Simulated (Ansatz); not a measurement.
Ansatz (a quantum-chemistry and plane-wave program) input (HF/3-21G): The .json file is the Basis Set Exchange's 3-21G.

Ansatz 0.2 input:
```yaml
crystal:
  periodic: [false, false, false]
  atoms:
    - {symbol: C, position_ang: [-0.00000000, -0.00000000, -2.02988009]}
    - {symbol: C, position_ang: [-0.00000000, -0.00000000, -0.79287805]}
    - {symbol: C, position_ang: [0.00000000, 0.00000000, 0.57454173]}
    - {symbol: C, position_ang: [0.00000000, 0.00000000, 1.77727439]}
    - {symbol: H, position_ang: [0.00000000, 0.00000000, 2.82565214]}
basis:
  gaussian:
    orbitals: 3-21G.json
hamiltonian:
  xc: {name: HF}
total_charge: -1
phonons: {temperatures: {t_min: 298.15, t_max: 298.15, t_step: 100}}
```

Output:

```
Functional definition: HF
integrals: 0.01 GiB planned
583 factors; integrals over basis functions are off by at most 7.7e-4 eV
mean field: 0.07 GiB planned
mean field evaluation 1: about -4107.2580 eV, gradient 2.8e1 eV
mean field evaluation 2: about -4107.2665 eV, gradient 2.8e1 eV
mean field evaluation 4: about -4109.9644 eV, gradient 3.4e0 eV
mean field evaluation 8: about -4110.0209 eV, gradient 2.8e-5 eV
mean field -4110.02086993 eV, -151.0404810979 hartree, gradient 1.7e-5 eV, S^2 0.000000; 0 other end points of the search recorded, 0 dependent functions left out
the calculation of the forces begins
reference -4110.02086993 eV, -151.0404810979 hartree; 13, 13 occupied and 25, 25 virtual orbitals, 583 factors
these checks for a lower state are left out or cut short: stability, starts, cluster_reference, orbital_swaps, neighbouring_geometries, increment
integrals: 0.01 GiB planned
583 factors; integrals over basis functions are off by at most 7.7e-4 eV
mean field: 0.07 GiB planned
mean field evaluation 16: about -4110.0209 eV, gradient 3.7e-6 eV
mean field -4110.02086707 eV, -151.0404809926 hartree, gradient 1.4e-6 eV, S^2 0.000000; 0 other end points of the search recorded, 0 dependent functions left out
the calculation of the forces begins
reference -4110.02086707 eV, -151.0404809926 hartree; 13, 13 occupied and 25, 25 virtual orbitals, 583 factors
these checks for a lower state are left out or cut short: stability, starts, cluster_reference, orbital_swaps, neighbouring_geometries, increment
integrals: 0.01 GiB planned
583 factors; integrals over basis functions are off by at most 7.7e-4 eV
mean field: 0.07 GiB planned
mean field -4110.02086707 eV, -151.0404809926 hartree, gradient 1.4e-6 eV, S^2 0.000000; 0 other end points of the search recorded, 0 dependent functions left out
the calculation of the forces begins
reference -4110.02086707 eV, -151.0404809926 hartree; 13, 13 occupied and 25, 25 virtual orbitals, 583 factors
these checks for a lower state are left out or cut short: stability, starts, cluster_reference, orbital_swaps, neighbouring_geometries, increment
integrals: 0.01 GiB planned
583 factors; integrals over basis functions are off by at most 7.7e-4 eV
mean field: 0.07 GiB planned
mean field evaluation 32: about -4110.0209 eV, gradient 3.7e-6 eV
mean field -4110.02086707 eV, -151.0404809926 hartree, gradient 1.4e-6 eV, S^2 0.000000; 0 other end points of the search recorded, 0 dependent functions left out
the calculation of the forces begins
reference -4110.02086707 eV, -151.0404809926 hartree; 13, 13 occupied and 25, 25 virtual orbitals, 583 factors
these checks for a lower state are left out or cut short: stability, starts, cluster_reference, orbital_swaps, neighbouring_geometries, increment
integrals: 0.01 GiB planned
583 factors; integrals over basis functions are off by at most 7.7e-4 eV
mean field: 0.07 GiB planned
mean field -4110.02086707 eV, -151.0404809926 hartree, gradient 1.4e-6 eV, S^2 0.000000; 0 other end points of the search recorded, 0 dependent functions left out
the calculation of the forces begins
reference -4110.02086707 eV, -151.0404809926 hartree; 13, 13 occupied and 25, 25 virtual orbitals, 583 factors
these checks for a lower state are left out or cut short: stability, starts, cluster_reference, orbital_swaps, neighbouring_geometries, increment
integrals: 0.01 GiB planned
583 factors; integrals over basis functions are off by at most 7.7e-4 eV
mean field: 0.07 GiB planned
mean field -4110.02056717 eV, -151.0404699716 hartree, gradient 1.4e-6 eV, S^2 0.000000; 0 other end points of the search recorded, 0 dependent functions left out
the calculation of the forces begins
reference -4110.02056717 eV, -151.0404699716 hartree; 13, 13 occupied and 25, 25 virtual orbitals, 583 factors
these checks for a lower state are left out or cut short: stability, starts, cluster_reference, orbital_swaps, neighbouring_geometries, increment
integrals: 0.01 GiB planned
583 factors; integrals over basis functions are off by at most 7.7e-4 eV
mean field: 0.07 GiB planned
mean field -4110.02057115 eV, -151.0404701178 hartree, gradient 1.4e-6 eV, S^2 0.000000; 0 other end points of the search recorded, 0 dependent functions left out
the calculation of the forces begins
reference -4110.02057115 eV, -151.0404701178 hartree; 13, 13 occupied and 25, 25 virtual orbitals, 583 factors
these checks for a lower state are left out or cut short: stability, starts, cluster_reference, orbital_swaps, neighbouring_geometries, increment
integrals: 0.01 GiB planned
583 factors; integrals over basis functions are off by at most 7.7e-4 eV
mean field: 0.07 GiB planned
mean field evaluation 64: about -4110.0209 eV, gradient 3.8e-6 eV
[...]
583 factors; integrals over basis functions are off by at most 7.7e-4 eV
mean field: 0.07 GiB planned
mean field -4110.02038118 eV, -151.0404631365 hartree, gradient 1.4e-6 eV, S^2 0.000000; 0 other end points of the search recorded, 0 dependent functions left out
the calculation of the forces begins
reference -4110.02038118 eV, -151.0404631365 hartree; 13, 13 occupied and 25, 25 virtual orbitals, 583 factors
these checks for a lower state are left out or cut short: stability, starts, cluster_reference, orbital_swaps, neighbouring_geometries, increment
integrals: 0.01 GiB planned
583 factors; integrals over basis functions are off by at most 7.7e-4 eV
mean field: 0.07 GiB planned
mean field evaluation 160: about -4110.0208 eV, gradient 3.7e-6 eV
mean field -4110.02084695 eV, -151.0404802531 hartree, gradient 1.4e-6 eV, S^2 0.000000; 0 other end points of the search recorded, 0 dependent functions left out
the calculation of the forces begins
reference -4110.02084695 eV, -151.0404802531 hartree; 13, 13 occupied and 25, 25 virtual orbitals, 583 factors
these checks for a lower state are left out or cut short: stability, starts, cluster_reference, orbital_swaps, neighbouring_geometries, increment
integrals: 0.01 GiB planned
583 factors; integrals over basis functions are off by at most 7.7e-4 eV
mean field: 0.07 GiB planned
mean field -4110.02084695 eV, -151.0404802531 hartree, gradient 1.4e-6 eV, S^2 0.000000; 0 other end points of the search recorded, 0 dependent functions left out
the calculation of the forces begins
reference -4110.02084695 eV, -151.0404802531 hartree; 13, 13 occupied and 25, 25 virtual orbitals, 583 factors
these checks for a lower state are left out or cut short: stability, starts, cluster_reference, orbital_swaps, neighbouring_geometries, increment
integrals: 0.01 GiB planned
583 factors; integrals over basis functions are off by at most 7.7e-4 eV
mean field: 0.07 GiB planned
mean field -4110.02084695 eV, -151.0404802531 hartree, gradient 1.4e-6 eV, S^2 0.000000; 0 other end points of the search recorded, 0 dependent functions left out
the calculation of the forces begins
reference -4110.02084695 eV, -151.0404802531 hartree; 13, 13 occupied and 25, 25 virtual orbitals, 583 factors
these checks for a lower state are left out or cut short: stability, starts, cluster_reference, orbital_swaps, neighbouring_geometries, increment
integrals: 0.01 GiB planned
583 factors; integrals over basis functions are off by at most 7.7e-4 eV
mean field: 0.07 GiB planned
mean field -4110.02084695 eV, -151.0404802531 hartree, gradient 1.4e-6 eV, S^2 0.000000; 0 other end points of the search recorded, 0 dependent functions left out
the calculation of the forces begins
reference -4110.02084695 eV, -151.0404802531 hartree; 13, 13 occupied and 25, 25 virtual orbitals, 583 factors
these checks for a lower state are left out or cut short: stability, starts, cluster_reference, orbital_swaps, neighbouring_geometries, increment
integrals: 0.01 GiB planned
583 factors; integrals over basis functions are off by at most 7.7e-4 eV
mean field: 0.07 GiB planned
mean field evaluation 192: about -4110.0204 eV, gradient 3.7e-6 eV
mean field -4110.02036410 eV, -151.0404625088 hartree, gradient 1.4e-6 eV, S^2 0.000000; 0 other end points of the search recorded, 0 dependent functions left out
the calculation of the forces begins
reference -4110.02036410 eV, -151.0404625088 hartree; 13, 13 occupied and 25, 25 virtual orbitals, 583 factors
these checks for a lower state are left out or cut short: stability, starts, cluster_reference, orbital_swaps, neighbouring_geometries, increment
integrals: 0.01 GiB planned
583 factors; integrals over basis functions are off by at most 7.8e-4 eV
mean field: 0.07 GiB planned
mean field -4110.02036202 eV, -151.0404624323 hartree, gradient 1.4e-6 eV, S^2 0.000000; 0 other end points of the search recorded, 0 dependent functions left out
the calculation of the forces begins
reference -4110.02036202 eV, -151.0404624323 hartree; 13, 13 occupied and 25, 25 virtual orbitals, 583 factors
these checks for a lower state are left out or cut short: stability, starts, cluster_reference, orbital_swaps, neighbouring_geometries, increment
integrals: 0.01 GiB planned
583 factors; integrals over basis functions are off by at most 7.7e-4 eV
mean field: 0.07 GiB planned
mean field -4110.02086495 eV, -151.0404809146 hartree, gradient 1.4e-6 eV, S^2 0.000000; 0 other end points of the search recorded, 0 dependent functions left out
the calculation of the forces begins
reference -4110.02086495 eV, -151.0404809146 hartree; 13, 13 occupied and 25, 25 virtual orbitals, 583 factors
these checks for a lower state are left out or cut short: stability, starts, cluster_reference, orbital_swaps, neighbouring_geometries, increment
integrals: 0.01 GiB planned
583 factors; integrals over basis functions are off by at most 7.7e-4 eV
mean field: 0.07 GiB planned
mean field -4110.02086495 eV, -151.0404809146 hartree, gradient 1.4e-6 eV, S^2 0.000000; 0 other end points of the search recorded, 0 dependent functions left out
the calculation of the forces begins
reference -4110.02086495 eV, -151.0404809146 hartree; 13, 13 occupied and 25, 25 virtual orbitals, 583 factors
these checks for a lower state are left out or cut short: stability, starts, cluster_reference, orbital_swaps, neighbouring_geometries, increment
integrals: 0.01 GiB planned
583 factors; integrals over basis functions are off by at most 7.7e-4 eV
mean field: 0.07 GiB planned
mean field evaluation 224: about -4110.0209 eV, gradient 3.7e-6 eV
mean field -4110.02086495 eV, -151.0404809146 hartree, gradient 1.4e-6 eV, S^2 0.000000; 0 other end points of the search recorded, 0 dependent functions left out
the calculation of the forces begins
reference -4110.02086495 eV, -151.0404809146 hartree; 13, 13 occupied and 25, 25 virtual orbitals, 583 factors
these checks for a lower state are left out or cut short: stability, starts, cluster_reference, orbital_swaps, neighbouring_geometries, increment
integrals: 0.01 GiB planned
583 factors; integrals over basis functions are off by at most 7.7e-4 eV
mean field: 0.07 GiB planned
mean field -4110.02086495 eV, -151.0404809146 hartree, gradient 1.4e-6 eV, S^2 0.000000; 0 other end points of the search recorded, 0 dependent functions left out
the calculation of the forces begins
reference -4110.02086495 eV, -151.0404809146 hartree; 13, 13 occupied and 25, 25 virtual orbitals, 583 factors
these checks for a lower state are left out or cut short: stability, starts, cluster_reference, orbital_swaps, neighbouring_geometries, increment
integrals: 0.01 GiB planned
583 factors; integrals over basis functions are off by at most 7.8e-4 eV
mean field: 0.07 GiB planned
mean field -4110.02073049 eV, -151.0404759734 hartree, gradient 1.4e-6 eV, S^2 0.000000; 0 other end points of the search recorded, 0 dependent functions left out
the calculation of the forces begins
reference -4110.02073049 eV, -151.0404759734 hartree; 13, 13 occupied and 25, 25 virtual orbitals, 583 factors
these checks for a lower state are left out or cut short: stability, starts, cluster_reference, orbital_swaps, neighbouring_geometries, increment
integrals: 0.01 GiB planned
583 factors; integrals over basis functions are off by at most 7.7e-4 eV
mean field: 0.07 GiB planned
mean field -4110.02072934 eV, -151.0404759311 hartree, gradient 1.4e-6 eV, S^2 0.000000; 0 other end points of the search recorded, 0 dependent functions left out
the calculation of the forces begins
reference -4110.02072934 eV, -151.0404759311 hartree; 13, 13 occupied and 25, 25 virtual orbitals, 583 factors
Total energy: -4110.02086993 eV, -151.0404810979 hartree
Atom 0 at    -0.000000    -0.000000    -2.029880 Å, force     0.000000    -0.000000    -0.000192 eV/Å
Atom 1 at    -0.000000    -0.000000    -0.792878 Å, force    -0.000000     0.000000     0.000204 eV/Å
Atom 2 at     0.000000     0.000000     0.574542 Å, force     0.000000    -0.000000     0.000012 eV/Å
Atom 3 at     0.000000     0.000000     1.777274 Å, force    -0.000000     0.000000     0.000018 eV/Å
Atom 4 at     0.000000     0.000000     2.825652 Å, force     0.000000    -0.000000    -0.000042 eV/Å
Dipole moment:    -0.000000     0.000000     1.189555 e Å
Vibrations: 225.95 225.95 611.83 611.83 773.03 773.03 934.65 2159.71 2390.65 3672.11 cm⁻¹, zero-point energy 0.767383 eV
```

The blocks after the first are displaced geometries, from whose forces the wavenumbers follow.

The dipole moment of an ion depends on the origin.
